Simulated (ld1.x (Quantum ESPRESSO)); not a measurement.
## Transferability test, RRKJ potential for Li

| Item | Value |
| --- | --- |
| Element | lithium |
| Generator | ld1.x (Quantum ESPRESSO) 7.5 |
| Type | norm-conserving RRKJ (Kleinman–Bylander form) |
| Functional | LDA (PZ) |
| Relativity | scalar-relativistic |
| Frozen core | [He] |
| Valence charge | 1 |
| Reference configuration | 2s0.5 2p0 (charge +0.5) |
| Partial waves | 2p (bound, empty): rc 4.20 bohr; 2s (bound): rc 1.85 bohr |
| Local potential | the s channel |
| Core correction | none |

Energies are relative to the spin-unpolarised reference configuration 2s0.5 2p0; without spin polarisation the order of configurations can differ from experiment. Spin-polarised rows fill each open shell by Hund’s rule, majority spin first.

**Question.** Give the all-electron excitation energy and the error of the potential for: 2s1 2p0; 2s0 2p1; 2s0.5 2p0 (spin-polarised); 2s1 2p0 (spin-polarised).

**Answer.**

```csv
valence configuration,charge,ΔE all-electron (eV),error AE − PS (meV)
2s1 2p0,0,-2.045,+7.1
2s0 2p1,0,-0.291,+3.0
2s0.5 2p0 (spin-polarised),+0.5,-0.091,+12
2s1 2p0 (spin-polarised),0,-2.278,+29
```

Levels in the configuration 2s1 2p0 (spin-polarised):

```json
{"level": "2s up", "all-electron (eV)": "-3.166", "pseudo (eV)": "-3.200"}
```
